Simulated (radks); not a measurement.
Results of a calculation; reference values are marked as such.
Question: The lanthanum ion La13+, 44 electrons, occupied as [Kr] 4d(3/2: 3, 5/2: 5) (the NIST ground configuration). Code: a radial shooting solver on a logarithmic mesh with Libxc functionals. Model: Dirac Kohn-Sham, relativistic LDA (MacDonald-Vosko exchange, VWN5 correlation), spin-unpolarised, spherical densities, finite nucleus; Fermi nuclear charge, rms radius 4.855 fm.

Spin-orbit splittings of the eigenvalues, e(l+1/2) - e(l-1/2), with zeta = 2 splitting/(2l+1) and mean radii in bohr:

shell  occ.  splitting (eV)  zeta (eV)  <r> j=l-1/2  <r> j=l+1/2
2p        6           409.1      272.7      0.09011      0.09618
3p        6           80.09      53.39       0.2748       0.2867
3d       10               ?          ?       0.2573       0.2610
4p        6           18.28      12.19       0.6571       0.6810
4d        8           3.398      1.359       0.7169       0.7244

Estimate the 3d splitting.

Answer: 17.27 eV (zeta = 6.906 eV).
